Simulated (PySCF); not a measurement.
**How methods differ on the ionisation energy of Br**

Br [Ar] 3d10 4s2 4p5 (2P) → Br⁺ [Ar] 3d10 4s2 4p4 (3P), as a difference of total energies. Computed with PySCF 2.14 in aug-cc-pwCVTZ-PP with ECP10MDF (8s7p6d4f1g, 96 functions), with a scalar-relativistic core potential. Correlated levels: valence: 3s2 3p6 3d10 frozen. The calculations carry no spin-orbit coupling.

| method | ionisation energy (eV) |
| --- | --- |
| UHF | 10.714 |
| MP2 (valence) | 11.583 |
| SCS-MP2 (valence) | 11.585 |
| CCSD (valence) | 11.581 |
| CCSD(T) (valence) | 11.625 |

How much does correlation contribute at CCSD(T) (valence)?

11.625 − (10.714) = 0.911 eV, measured against UHF.

Errors of the correlated levels include the incompleteness of this basis and the frozen core.

For comparison: 11.844 eV (measured; NIST levels, between the centres of gravity of the two terms).
